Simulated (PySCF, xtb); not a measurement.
C₂H₈O₂Si, SMILES [Si@@H](CO)(C)O.

GFN2-xTB (xtb 6.7.1) at its own geometry gives an orbital gap of 6.02 eV and a dipole moment of 3.49 D.

Coordinates come from a B3LYP-D3(BJ)/def2-SVP optimisation. The structure was generated by enumeration; whether it is a known compound was not checked. The values are those of a single conformer.

**Question.** What does PySCF with PBE/def2-TZVP give? (Estimate from the structure and the level; the computed values follow.)

**Answer.** gap 5.20 eV (levels -5.73 and -0.53 eV), dipole 2.51 D.
